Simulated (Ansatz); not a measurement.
Input file for C$_{2}$H$_{5}$BBrCl (`BCC(Cl)Br`):

```yaml
crystal:
  periodic: [false, false, false]
  atoms:
    - {symbol: B, position_ang: [-1.446037, 0.302242, -0.344542]}
    - {symbol: C, position_ang: [-0.070470, -0.427957, -0.390597]}
    - {symbol: C, position_ang: [1.003640, 0.166841, 0.478907]}
    - {symbol: Cl, position_ang: [0.570128, 0.012934, 2.191188]}
    - {symbol: Br, position_ang: [2.744381, -0.649784, 0.147685]}
    - {symbol: H, position_ang: [-1.553614, 1.400033, 0.117399]}
    - {symbol: H, position_ang: [-2.398429, -0.220542, -0.842717]}
    - {symbol: H, position_ang: [0.244090, -0.359774, -1.445998]}
    - {symbol: H, position_ang: [-0.165169, -1.501655, -0.201085]}
    - {symbol: H, position_ang: [1.154582, 1.226563, 0.292762]}
basis:
  gaussian: {orbitals: def2-TZVPP}
correlation: {method: ccsd_t}
```

```sh
$ ansatz run in.yaml --threads 4 --pin off --events-out ev --progress --plain --max-ram 10444MiB
```

Log, shortened:

```
Functional definition: HF
1531 factors; integrals over basis functions are off by at most 1.1e-3 eV
mean field evaluation 1: about -85312.3304 eV, gradient 2.8e1 eV
mean field evaluation 2: about -85312.5714 eV, gradient 2.8e1 eV
mean field evaluation 4: about -85315.0596 eV, gradient 3.7e0 eV
mean field evaluation 8: about -85315.1141 eV, gradient 3.0e-1 eV
mean field -85315.11462949 eV, -3135.2726339721 hartree, gradient 3.3e-6 eV, S^2 0.000000; 0 other end points of the search recorded, 0 dependent functions left out
17 core orbitals not correlated: weight in the atoms' cores, before any rotation towards them, 1.000 or more for the frozen orbitals, at most 0.000 for the correlated occupied ones
reference -85315.11462949 eV, -3135.2726339721 hartree; 20, 20 occupied and 216, 216 virtual orbitals, 1531 factors
second order -24.79834025 eV of doubles, -0.00000000 eV of singles
cycle   1  -25.37775264 eV  change   -5.8e-1 eV  update   1.0e-1
cycle   2  -25.99947124 eV  change   -6.2e-1 eV  update   2.9e-2
cycle   3  -26.10268269 eV  change   -1.0e-1 eV  update   1.3e-2
cycle   4  -26.09346743 eV  change    9.2e-3 eV  update   2.8e-3
cycle   5  -26.09335039 eV  change    1.2e-4 eV  update   1.1e-3
cycle   6  -26.09337069 eV  change   -2.0e-5 eV  update   3.3e-4
cycle   7  -26.09320261 eV  change    1.7e-4 eV  update   1.4e-4
cycle   8  -26.09318651 eV  change    1.6e-5 eV  update   4.4e-5
perturbative correction -1.06070022 eV, -0.0389800141 hartree
Total energy: -85342.26851622 eV, -3136.2705209039 hartree
```

Run time 4 min (4 threads of an Arm Neoverse V1 on a shared host); peak host memory 5.7 GiB.

The correlation energy is -27.154 eV, 3.9 % of it from (T); the T1 diagnostic reads 0.0087.
